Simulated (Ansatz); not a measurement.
Consider the silylene formation by 1,1-elimination: `C[SiH2][Te]B(O)O` → `C[Te]B(O)O` + `[SiH2]`.

Program: Ansatz. Geometries: PBE0-D4/def2-TZVP. ΔE: electronic, gas phase. CCSD(T)/CBS is the MP2 limit (def2-TZVPP, def2-QZVPP) plus CCSD(T) − MP2 in def2-TZVPP, frozen cores. This one scheme is used for every species. DFT in def2-TZVPP. B3LYP here is the variant with VWN-RPA as its local correlation; programs differ in this. Elements past krypton have def2 core potentials. For Te outer-core shells are correlated without core-valence functions, which leaves a few kJ/mol of doubt a bond. Each species was taken in one conformer, which may not be the lowest.

`C[SiH2][Te]B(O)O`:

Z-matrix (Å, degrees):
```
C
Si 1 1.870
H 1 1.092 2 111.0
H 1 1.093 2 110.0 3 -119.7
H 1 1.092 2 111.0 3 120.6
Te 2 2.503 1 107.5 3 -60.3
H 2 1.485 1 110.8 3 59.1
H 2 1.485 1 110.8 3 -179.6
B 6 2.186 2 93.1 1 -179.9
O 9 1.355 6 118.4 2 -0.1
O 9 1.361 6 122.4 2 179.9
H 10 0.964 9 112.2 6 180.0
H 11 0.958 9 114.9 6 -0.0
```

`C[Te]B(O)O`:

Cartesian coordinates in Å:
```
C 1.210 -0.137 -1.545
Te 1.243 -0.863 0.470
B -0.670 0.016 1.025
O -1.216 -0.115 2.267
O -1.339 0.726 0.082
H 2.125 -0.482 -2.024
H 1.176 0.949 -1.530
H 0.340 -0.541 -2.054
H -0.698 -0.628 2.889
H -2.171 1.074 0.420
```

`[SiH2]`:

Z-matrix (Å, degrees):
```
Si
H 1 1.525
H 1 1.525 2 91.2
```

```tsv
level	ΔE (kcal/mol)
PBE0-D4	84.3
B3LYP-D4	78.5
B3LYP	74.9
HF/def2-TZVPP	75.2
MP2/def2-TZVPP	84.1
SCS-MP2/def2-TZVPP	79.8
CCSD/def2-TZVPP	76.8
HF/CBS(def2)	75.3
```

Problem. What does CCSD(T)/CBS give? (Best estimate.)

Solution. The calculation gave: +80.1 kcal/mol. The listed levels differ from it by 4.2, -1.6, -5.2, -4.9, 4.0, -0.3, -3.3, -4.8 kcal/mol.

Largest T1 diagnostic among the species: 0.014.

From PBE to PBE0 (25 % exact exchange), in def2-TZVPP and without D4, ΔE moves by +3.1 kcal/mol. In def2-TZVPP, CCSD(T) changes the Hartree–Fock value by +2.5 kcal/mol (the triples alone add +1.0 kcal/mol) and MP2 by +8.8 kcal/mol. The D4 term adds +3.6 kcal/mol with B3LYP and +2.0 kcal/mol with PBE0; it sums over pairs of atoms, weighted by their polarisabilities, and B3LYP, whose exchange is more repulsive, gets the larger term.
